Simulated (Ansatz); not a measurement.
H7NOSSi2 (`N[SiH](O)S[SiH3]`). Charge 0, multiplicity 1.

Z-matrix (Å, degrees):
```
Si
O 1 1.644
S 1 2.130 2 103.9
N 1 1.702 2 112.5 3 -121.6
H 1 1.483 2 111.5 3 119.8
H 2 0.960 1 116.5 3 -179.3
Si 3 2.140 1 98.4 2 40.5
H 4 1.007 1 121.7 2 66.6
H 4 1.007 1 119.8 2 -144.3
H 7 1.482 3 112.0 1 -80.8
H 7 1.485 3 105.8 1 160.3
H 7 1.485 3 110.6 1 42.0
```

What are the harmonic wavenumbers in cm⁻¹ at PBE0-D4/def2-TZVP (Ansatz, finite differences of forces, unscaled)? (Best estimate.)

Computed: 35, 107, 156, 163, 229, 237, 292, 360, 406, 501, 519, 624, 643, 742, 767, 835, 880, 905, 931, 939, 948, 962, 1576, 2226, 2232, 2236, 2249, 3607, 3704, 3902.

Is this a minimum?

Yes, all 30 modes are real.

Give the ideal-gas thermochemistry at 298.15 K and 1 bar (rigid rotor, harmonic oscillator; point group C1, symmetry number 1).

Zero-point energy 202.9 kJ/mol; H(298) − E = 229.1 kJ/mol; entropy 389.6 J/(mol·K), of which translation 169.1, rotation 117.2, vibration 103.3; G(298) − E = 112.9 kJ/mol. Modes under 100 cm⁻¹ are hindered rotations or soft bends, so the harmonic entropy is rough.

And at 400, 500, 600, 800 and 1000 K?


```json
{"T (K)": "400", "H − E (kJ/mol)": "244.6", "S (J/mol/K)": "434.1", "G − E (kJ/mol)": "70.9"}
{"T (K)": "500", "H − E (kJ/mol)": "261.8", "S (J/mol/K)": "472.5", "G − E (kJ/mol)": "25.6"}
{"T (K)": "600", "H − E (kJ/mol)": "280.6", "S (J/mol/K)": "506.7", "G − E (kJ/mol)": "-23.4"}
{"T (K)": "800", "H − E (kJ/mol)": "321.6", "S (J/mol/K)": "565.5", "G − E (kJ/mol)": "-130.8"}
{"T (K)": "1000", "H − E (kJ/mol)": "365.9", "S (J/mol/K)": "614.9", "G − E (kJ/mol)": "-249.0"}
```
